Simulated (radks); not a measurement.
Question: As I, configuration [Ar] 3d10 4s2 4p3. All-electron calculation, non-relativistic Kohn-Sham, exchange-only PBE, spin-polarised, spherical densities, point nucleus; open shells are filled with parallel spins first. Program: a radial shooting solver on a logarithmic mesh with Libxc functionals. Some entries of the table are withheld. Estimate them.

orbital  occ.  eigenvalue (eV)  <r> (bohr)
1s up       1        -11539.44     0.04638
1s down     1        -11539.33     0.04638
2s up       1        -1445.673      0.2067
2s down     1        -1445.634      0.2067
2p up       3        -1292.787      0.1788
2p down     3        -1292.696      0.1788
3s up       1        -182.3599      0.6095
3s down     1        -182.2137      0.6093
3p up       3              (1)      0.6224
3p down     3              (2)      0.6218
3d up       5         -40.3836      0.6787
3d down     5         -40.0963      0.6732
4s up       1         -14.1254       1.983
4s down     1         -11.3086       1.975
4p up       3          -5.3757       2.565
4p down     0          -2.6188       2.777

Answer: 
(1) 3p up eigenvalue (eV): -130.7792
(2) 3p down eigenvalue (eV): -130.6065
